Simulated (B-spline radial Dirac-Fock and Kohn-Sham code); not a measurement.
## The C-like isoelectronic sequence (6 electrons), Z = 53 to 63

Model: Dirac-Fock (average of configuration) total-energy differences with a finite nucleus, the Breit interaction including its frequency dependence, and self-energy and vacuum-polarisation corrections. Program: a radial finite-basis atomic code. Binding energies in eV, tabulated ground configurations ([He] 2s2 2p2 throughout). No correlation.

```
  ion       1s       2s  outermost level  NIST ionisation energy
 I⁴⁷⁺  37432.8   8769.9      8397.3 (2p)                8601 ± 4
Xe⁴⁸⁺  38959.0   9144.9      8749.6 (2p)                8971 ± 4
Cs⁴⁹⁺  40519.7   9529.0      9109.6 (2p)                9350 ± 4
Ba⁵⁰⁺        ?        ?                ?                       ?
La⁵¹⁺  43745.5  10324.7      9852.9 (2p)               10136 ± 4
Ce⁵²⁺  45411.4  10736.5     10236.4 (2p)               10542 ± 4
Pr⁵³⁺  47113.2  11157.8     10627.7 (2p)               10959 ± 5
Nd⁵⁴⁺  48851.2  11588.7     11027.0 (2p)               11384 ± 5
Pm⁵⁵⁺  50625.7  12029.4     11434.4 (2p)               11819 ± 5
Sm⁵⁶⁺  52437.1  12479.9     11849.8 (2p)               12264 ± 5
Eu⁵⁷⁺  54286.2  12940.4     12273.3 (2p)               12718 ± 6
```

**Question.** Fill in the row of Ba⁵⁰⁺.

**Answer.** 1s 42115.1, 2s 9922.2, outermost 9477.4 (2p), NIST 9739 ± 4 eV.

NIST's values are for the lowest levels; a dash marks a value that is missing or belongs to another shell. Their kind here: theoretical. Where a p, d or f shell is open in either ion the computed value averages over both j values and all terms, while the table refers to the lowest levels; that difference holds spin-orbit splitting (largest in heavy or highly charged ions), term energies where several electrons share open shells, and correlation, and it can reach 10 % or more.
